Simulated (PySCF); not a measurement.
Compound: C₃H₂BrNS.
SMILES: `Brc1ccns1`

Method used: PySCF, TDDFT CAM-B3LYP/def2-SVPD, vertical, gas phase, core orbitals frozen in the response. Isolated species at its PBE0-D3(BJ)/def2-SVP geometry, gas phase. The CAM-B3LYP/def2-SVPD calculation is non-relativistic and has no spin–orbit coupling, an omission that weighs most on bromine.

List the vertical singlet excitations with oscillator strengths and describe the spectrum.

| state | E (eV) | λ (nm) | f | main configurations (H = HOMO, L = LUMO) |
| --- | --- | --- | --- | --- |
| S1 | 5.57 | 222.5 | 0.0033 | H-2→L (84%), H-3→L (10%) |
| S2 | 5.59 | 221.6 | 0.132 | H→L (94%) |
| S3 | 5.69 | 217.9 | 0.119 | H-1→L (91%) |
| S4 | 5.78 | 214.7 | 0.0002 | H→L+1 (85%) |
| S5 | 6.15 | 201.5 | 0.0005 | H-1→L+2 (42%), H→L+2 (22%), H-1→L+1 (14%) |
| S6 | 6.54 | 189.5 | 0.0000 | H→L+2 (60%), H-1→L+1 (17%) |
| S7 | 6.67 | 185.9 | 0.017 | H-2→L+1 (67%), H-3→L+1 (20%) |
| S8 | 6.73 | 184.3 | 0.0001 | H-1→L+1 (55%), H-1→L+2 (33%) |
| S9 | 6.86 | 180.8 | 0.0000 | H-3→L (76%), H-2→L (11%) |
| S10 | 7.20 | 172.2 | 0.0065 | H→L+3 (81%) |

Triplets (Tamm–Dancoff): T1 3.82 eV, H→L (87%); T2 4.28 eV, H-1→L (97%); T3 4.96 eV, H-2→L (73%), H-3→L (17%); T4 5.25 eV, H→L+1 (78%).

The lowest singlet lies at 5.57 eV (223 nm, ultraviolet) and is very weak; its leading configuration is HOMO-2→LUMO (84%). The most intense listed level is S2 at 5.59 eV (222 nm, f = 0.132), 0.02 eV above S1. Löwdin shares by element: HOMO bromine 34%, carbon 32% or more, nitrogen 20%; LUMO carbon 36% or more, sulfur 22%, nitrogen 19% (atoms not listed hold the other 22%). The oscillator strengths of these states sum to 0.278; summed over the whole spectrum of an exact calculation they would give the number of electrons, 78 (Thomas–Reiche–Kuhn). Weighted by f, the mean energy of these states is 5.74 eV. Orbital energies (eV): HOMO-3 -10.80, HOMO-2 -9.79, HOMO-1 -9.19, HOMO -8.89, LUMO -0.37, LUMO+1 0.42, LUMO+2 0.97. The vertical ionisation energy (ΔSCF) is 9.69 eV, 2.49 eV above S10. The window holds the lowest 10 singlets.

Time: 2.0 min. Hardware: Arm Neoverse V2, one thread, shared host.
